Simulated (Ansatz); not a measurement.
Ideal-gas functions of C₂H₄Al₂, SMILES `C=[C]1[AlH][AlH]1` at 600 K and 1 bar, from an Ansatz frequency run at PBE0-D4/def2-TZVP.

Molar mass 82.02 g/mol, point group C1 (symmetry number 1), electronic degeneracy 1, moments of inertia 68.491, 117.969, 182.386 u Å². Harmonic wavenumbers (cm⁻¹, unscaled): 99, 216, 337, 382, 402, 424, 502, 558, 637, 661, 974, 1043, 1443, 1594, 1919, 1963, 3057, 3118.

Use S(trans) = R[1.5 ln M + 2.5 ln T − 1.1517]; rotational temperatures θ = 24.2544 K / I; S(rot) = R[ln(√π/σ · √(T³/θAθBθC)) + 1.5]; for each mode x = 1.438777 ν̃/T, S = R[x/(eˣ − 1) − ln(1 − e⁻ˣ)] and H = RT x/(eˣ − 1); 1 cm⁻¹ = 0.0119627 kJ/mol; R = 8.31446 J/(mol·K).

Task: By hand: the entropy, in J/(mol·K).

Result: Translation 178.4. Rotation: θ = 0.3541, 0.2056, 0.133 K, giving 116.3. Vibration, mode by mode: 20.29, 13.88, 10.31, 9.33, 8.93, 8.53, 7.26, 6.49, 5.56, 5.30, 2.93, 2.57, 1.20, 0.89, 0.47, 0.43, 0.05, 0.04, in all 104.4. Electronic 0.0. Sum 399.1 J/(mol·K).

Task: By hand: H − E and G − E in kJ/mol, counted from the electronic energy.

Result: Zero-point energy ½ × 19329 × 0.0119627 = 115.6; thermal vibration 33.3; translation, rotation and pV give 4 RT = 20.0. H − E = 168.9 kJ/mol, and G − E = 168.9 − 600 × 399.1/1000 = -70.6 kJ/mol.

Vibration gives 26 % of the entropy, 20.3 J/(mol·K) of it from the mode under 150 cm⁻¹: soft modes count most, and the harmonic formula is weakest for them. The sum counts one conformer and one mirror image; others add a mixing term.
